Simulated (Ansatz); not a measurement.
Consider the silylene loss: `F[Si](F)(F)CS` → `FCS` + `F[Si]F`.

Gas-phase electronic energies from Ansatz, PBE0-D4/def2-TZVP geometries. CCSD(T)/CBS adds triple-zeta CCSD(T) − MP2 to the extrapolated MP2 energy (def2 sets, frozen cores). This one scheme is used for every species. One conformer a species, not always the lowest.

```json
{"species": "`F[Si](F)(F)CS`", "SCS-MP2/def2-TZVPP energy (Eh)": "-1025.98227"}
{"species": "`FCS`", "SCS-MP2/def2-TZVPP energy (Eh)": "-537.24013"}
{"species": "`F[Si]F`", "SCS-MP2/def2-TZVPP energy (Eh)": "-488.59476"}
```

(1) Work out ΔE.

Largest T1 diagnostic among the species: 0.015.

## Answers

(1) ΔE = (-537.24013) + (-488.59476) − (-1025.98227) = 0.14738 Eh = +4.01 eV. CCSD(T)/CBS gives +4.00 eV.

The D4 term adds +0.18 eV with B3LYP and +0.10 eV with PBE0; it sums over pairs of atoms, weighted by their polarisabilities, and B3LYP, whose exchange is more repulsive, gets the larger term. From PBE to PBE0 (25 % exact exchange), in def2-TZVPP and without D4, ΔE moves by +0.30 eV.

B3LYP here is the variant with VWN-RPA as its local correlation; programs differ in this.
